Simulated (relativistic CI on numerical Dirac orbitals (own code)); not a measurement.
**What each ingredient does to the levels of Re⁴⁵⁺**

Base calculation: Dirac-Coulomb-Breit CI, orbitals from a KLI potential per configuration, QED by a radiative potential, unscaled Slater integrals.

CI space (outside the closed core [Ar]): 3d10 4s2, 3d10 4s 4p, 3d10 4p2, 3d10 4s 4d, 3d10 4s 4f, 3d10 4d2, 3d10 4p 4d, 3d10 4f2, 3d10 4p 4f, 3d10 4d 4f, 3d10 4s 5s, 3d10 4s 5p, 3d10 4s 5d, 3d10 4s 5f, 3d10 4s 5g, 3d10 4s 6s, 3d10 4s 6p, 3d10 4s 6d, 3d10 4s 6f, 3d10 4s 7s, 3d9 4s2 4p, 3d9 4s2 4d, 3d9 4s2 4f, 3d9 4s2 5s, 3d9 4s2 5p, 3d9 4s2 5d. Double excitations out of closed p, d and f shells are left out; levels of such configurations are missing from the list, as are those of other unlisted configurations, and high levels can miss mixing partners. These lack a partner that the ground configuration has and come out too high: 3d9 4s2 4p, 3d9 4s2 4d, 3d9 4s2 4f, 3d9 4s2 5s, 3d9 4s2 5p.

The lowest level and the first level of each name with at least 55 % of one term (blank where a level has no safe partner in the second run):

| Level | Base (eV) | Shift (eV) |
| --- | --- | --- |
| 3d10 4s2 1S_0 | 0.000 | 0.000 |
| 3d10 4s 4p 3P°_0 | 88.227 | -11.684 |
| 3d10 4s 4p 3P°_1 | 95.568 | -19.024 |
| 3d10 4s 4p 3P°_2 | 195.578 | -119.035 |
| 3d10 4p2 3P_0 | 202.792 | -31.994 |
| 3d10 4s 4p 1P°_1 | 213.657 | -113.580 |
| 3d10 4p2 3P_1 | 303.505 | -132.707 |
| 3d10 4p2 1D_2 | 304.792 |  |
| 3d10 4s 4d 3D_1 | 358.241 | -125.829 |
| 3d10 4s 4d 3D_2 | 361.919 | -129.507 |
| 3d10 4s 4d 3D_3 | 380.828 | -148.416 |
| 3d10 4s 4d 1D_2 | 387.202 | -139.723 |
| 3d10 4p2 1S_0 | 423.229 | -233.438 |
| 3d10 4p 4d 3F°_2 | 451.201 | -139.412 |

At this charge energies of transitions that change n are usually good to better than 1 %, and those within a shell (Δn = 0) to a few per cent.

**Question.** One thing was changed in a second run, which moved the levels as shown. Which?
A. QED terms removed
B. non-relativistic limit
C. Breit term removed
D. configuration mixing switched off

**Answer.** B. Non-relativistic limit. Without relativity the fine structure collapses and s electrons lose their extra binding.

LS names give the leading component of a level, which can be under half, so a name can repeat, a term be missing and a line seem to break the LS rules.
